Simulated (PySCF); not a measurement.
Geometries of 2 isomers of C3H5F3S, from PySCF 2.14.0, PBE0-D3(BJ)/def2-SVP geometry optimisation, gas phase. One conformer each, no zero-point energy, no frequencies.

Question: Which is lower in electronic energy at this level?
A.
```xyz
12
angstrom
C      1.973    0.051    0.321
C      0.543   -0.360    0.031
S     -0.533    1.107    0.133
C     -2.097    0.312   -0.284
F     -2.067   -0.280   -1.480
F     -3.045    1.239   -0.302
F     -2.447   -0.627    0.596
H      2.072    0.475    1.332
H      2.636   -0.825    0.256
H      2.329    0.801   -0.401
H      0.446   -0.786   -0.979
H      0.186   -1.104    0.759
```
B.
```xyz
12
angstrom
C     -0.926   -0.882    0.423
C     -0.050   -0.115   -0.552
S     -0.905    1.284   -1.343
C      1.255    0.331    0.089
F      2.082    0.890   -0.789
F      1.892   -0.716    0.629
F      1.041    1.213    1.072
H     -1.841   -1.217   -0.082
H     -0.395   -1.760    0.819
H     -1.215   -0.243    1.271
H      0.238   -0.763   -1.395
H     -1.182    1.931   -0.189
```

Answer: B. That is `C[C@@H](S)C(F)(F)F`, 10.1 kcal/mol below the other.

```csv
SMILES,atoms numbered as above,E (Eh),relative (kcal/mol),relative (kJ/mol),dipole (D)
C[C@@H](S)C(F)(F)F,[CH3:1][C@@H:2]([SH:3])[C:4]([F:5])([F:6])[F:7],-814.07719,0.0,0.0,1.89
CCSC(F)(F)F,[CH3:1][CH2:2][S:3][C:4]([F:5])([F:6])[F:7],-814.06114,10.1,42.1,2.38
```

As drawn, the lower has an S–H bond, which the higher lacks.
